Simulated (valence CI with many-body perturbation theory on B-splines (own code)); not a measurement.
## Level structure of Sb I

Method: relativistic CI+MBPT: five valence electrons over a frozen Dirac-Fock core [Kr] 4d10, a basis of 9 s, 9 p, 8 d, 6 f, 3 g, 1 h functions for each j, with the one-electron correlation potential Σ1 (screened to all orders), the two-electron term Σ2, the three-electron term Σ3, Breit, model QED; selected single and double excitations, second order for the rest, scaled by the run's own slope (own B-spline code, finite nucleus).

Against 18 measured levels this calculation errs by 48 cm⁻¹ on average and by 175 at most. These come from a selection out of the NIST Handbook of Basic Atomic Spectroscopic Data. Levels without a partner in it may be off by more. Among the levels kept, up to 2000 cm⁻¹ of a level comes from second order outside the variational space, and about a tenth of that is noise between levels of different J, which matters for small intervals.

Levels 1 to 40 of 40, with energies above the lowest level, 5s2.5p3 4S°_3/2. "Leading %" is the weight of the configuration and term that name the level; weights of strongly mixed levels are sums over their largest components and can fall short, so below about 35 % the name and the second component can differ from the true leading terms, or belong to a minority configuration. In the jj column 3d3/2^4 stands for four electrons in 3d with j = 3/2. Lifetimes count E1, E2, E3, M1 and M2 decay at the calculated energies, and are blank where another channel may lead or the interval is too uncertain; long ones can be off by a factor of two.

```tsv
No.	Configuration	Term	J	E (cm⁻¹)	Leading %	Lifetime	g	Leading jj
1	5s2.5p3	4S°	3/2	0.0	91		1.971	5s^2 5p1/2 5p3/2^2 (44 %)
2	5s2.5p3	2D°	3/2	8532	81	1.12 s	0.884	5s^2 5p1/2 5p3/2^2 (48 %)
3	5s2.5p3	2D°	5/2	9841	94	12.0 s	1.200	5s^2 5p1/2 5p3/2^2 (94 %)
4	5s2.5p3	2P°	1/2	16393	93	236 ms	0.666	5s^2 5p1/2 5p3/2^2 (93 %)
5	5s2.5p3	2P°	3/2	18488	78	93.3 ms	1.280	5s^2 5p3/2^3 (78 %)
6	5s2.5p2.6s	4P	1/2	43205	73	5.19 ns	2.341	5s^2 5p1/2^2 6s (75 %)
7	5s2.5p2.6s	4P	3/2	45941	84	5.30 ns	1.704	5s^2 5p1/2 5p3/2 6s (90 %)
8	5s2.5p2.6s	2P	1/2	46948	73	3.49 ns	0.999	5s^2 5p1/2 5p3/2 6s (85 %)
9	5s2.5p2.6s	4P	5/2	48305	78	4.69 ns	1.546	5s^2 5p1/2 5p3/2 6s (64 %)
10	5s2.5p2.6s	2P	3/2	49391	63	3.69 ns	1.250	5s^2 5p1/2 5p3/2 6s (65 %)
11	5s2.5p2.6p	4D°	1/2	51529	49	59.6 ns	0.743	5s^2 5p1/2^2 6p1/2 (76 %)
12	5s2.5p2.6p	4D°	3/2	52502	40	43.4 ns	1.336	5s^2 5p1/2^2 6p3/2 (74 %)
13	5s2.5p2.5d	4P	5/2	53268	36	6.13 ns	1.433	5s^2 5p1/2^2 5d5/2 (47 %)
14	5s2.5p2.5d	4F	3/2	53476	52	17.2 ns	0.733	5s^2 5p1/2^2 5d3/2 (68 %)
15	5s2.5p2.6p	2S°	1/2	54044	46	66.9 ns	1.287	5s^2 5p1/2 5p3/2 6p1/2 (68 %)
16	5s2.5p2.6p	4D°	3/2	55040	44	47.0 ns	1.340	5s^2 5p1/2 5p3/2 6p1/2 (79 %)
17	5s2.5p2.5d	4F	5/2	55053	40	8.06 ns	1.200	5s^2 5p1/2 5p3/2 5d3/2 (24 %)
18	5s2.5p2.6p	4D°	5/2	55131	65	43.9 ns	1.401	5s^2 5p1/2 5p3/2 6p3/2 (89 %)
19	5s2.5p2.6s	2D	3/2	55223	41	5.05 ns	1.019	5s^2 5p1/2 5p3/2 5d3/2 (38 %)
20	5s2.5p2.6s	2D	5/2	55675	58	5.75 ns	1.258	5s^2 5p3/2^2 6s (50 %)
21	5s2.5p2.6p	2D°	3/2	55758	56	43.5 ns	1.215	5s^2 5p1/2 5p3/2 6p3/2 (84 %)
22	5s2.5p2.6p	4P°	1/2	55837	67	43.7 ns	2.229	5s^2 5p1/2 5p3/2 6p3/2 (68 %)
23	5s2.5p2.5d	4P	3/2	56102	26	4.91 ns	1.251	5s^2 5p1/2 5p3/2 5d3/2 (29 %)
24	5s2.5p2.5d	4F	7/2	56430	65	49.9 ns	1.273	5s^2 5p1/2 5p3/2 5d5/2 (84 %)
25	5s2.5p2.5d	4P	1/2	56546	33	6.91 ns	1.569	5s^2 5p1/2 5p3/2 5d3/2 (65 %)
26	5s2.5p2.5d	2P	3/2	56721	40	9.11 ns	1.276	5s^2 5p1/2 5p3/2 5d5/2 (50 %)
27	5s2.5p2.5d	2F	5/2	57254	62	9.78 ns	0.938	5s^2 5p1/2 5p3/2 5d3/2 (65 %)
28	5s2.5p2.6p	2D°	5/2	57314	34	51.2 ns	1.343	5s^2 5p1/2 5p3/2 6p1/2 (63 %)
29	5s2.5p2.6p	4D°	7/2	57423	78	44.2 ns	1.389	5s^2 5p1/2 5p3/2 6p3/2 (64 %)
30	5s2.5p2.7s	4P	1/2	57443	28	8.67 ns	1.681	5s^2 5p1/2^2 7s (40 %)
31	5s2.5p2.7s	4P	1/2	57950	30	37.2 ns	1.637	5s^2 5p1/2^2 7s (36 %)
32	5s2.5p2.6p	4P°	3/2	57976	38	36.9 ns	1.763	5s^2 5p1/2 5p3/2 6p1/2 (51 %)
33	5s2.5p2.5d	4F	9/2	58472	79		1.310	5s^2 5p1/2 5p3/2 5d5/2 (59 %)
34	5s2.5p2.6p	2P°	3/2	58505	64	51.5 ns	1.230	5s^2 5p1/2 5p3/2 6p3/2 (60 %)
35	5s2.5p2.6p	2P°	1/2	58522	60	55.9 ns	0.971	5s^2 5p1/2 5p3/2 6p3/2 (54 %)
36	5s2.5p2.5d	4D	3/2	58713	66	26.2 ns	1.207	5s^2 5p1/2 5p3/2 5d3/2 (41 %)
37	5s2.5p2.6p	2D°	5/2	58724	51	39.6 ns	1.299	5s^2 5p1/2 5p3/2 6p3/2 (60 %)
38	5s2.5p2.5d	4D	5/2	58776	48	10.9 ns	1.271	5s^2 5p1/2 5p3/2 5d5/2 (60 %)
39	5s2.5p2.5d	4D	7/2	58867	37	1.62 μs	1.267	5s^2 5p1/2 5p3/2 5d3/2 (45 %)
40	5s2.5p2.5d	2P	1/2	59667	42	10.8 ns	0.716	5s^2 5p1/2 5p3/2 5d5/2 (29 %)
```

Names give the largest LS component (configuration and term), which can be under half, so a name can repeat, a term be missing and a line seem to break the LS rules; names also repeat where a configuration has a term twice.

The ionisation energy to 5s2.5p2 3P_0 of the next ion comes out as 8.5758 eV (NIST: 8.60839 eV (measured), further off than twice its uncertainty). All 40 levels together are meant to be complete up to 60197 cm⁻¹.
